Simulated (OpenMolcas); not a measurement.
An atom or ion with 30 electrons was computed by SS-CASPT2, IPEA 0.25 Eh, imaginary shift 0.1 Eh with spin-orbit coupling (OpenMolcas, ANO-RCC-VQZP, DKH2). The lowest levels that the run gave, each within 12 % of the measured value where one is at hand:

```json
{"J": "0", "Parity": "even", "E (cm-1)": "0.0", "g": ""}
{"J": "0", "Parity": "odd", "E (cm-1)": "115565", "g": ""}
{"J": "1", "Parity": "odd", "E (cm-1)": "118033", "g": "1.499"}
{"J": "2", "Parity": "odd", "E (cm-1)": "123728", "g": "1.501"}
{"J": "1", "Parity": "odd", "E (cm-1)": "172489", "g": "1.002"}
```

Task: Which ion is it, and what are the configurations and terms?

Result: Kr VII (Z = 36, charge +6; active space 2 electrons in 8 orbitals (4s 4p 5s 5p)). J, parity and g give the terms where levels are pure, and mixed ones are named by the computed weights; the size of the splittings, set against known spectra of the 30-electron sequence, gives the charge. In order, with the measured energies in cm-1 (Saloman, J. Phys. Chem. Ref. Data 36, 215 (2007)): 4s2 1S0, 4s 4p 3P* 0 (117390), 4s 4p 3P* 1 (120095), 4s 4p 3P* 2 (126553), 4s 4p 1P* 1 (170835).

Over all roots computed the reference weight is 0.93 to 0.99; the roots of lowest weight are the least certain, and an intruder state may touch them. Active for correlation alone: 5p 5s; no level in the range computed is led by a configuration that fills them, so any true level of that kind is missing. Computed and measured levels are paired by configuration, term and J; levels that our copy of the source lacks, or whose pairing is in doubt (as where it misses far off the trend of its configuration), stay unpaired and out of the deviations. Only configurations of the active space appear.

* marks odd parity.
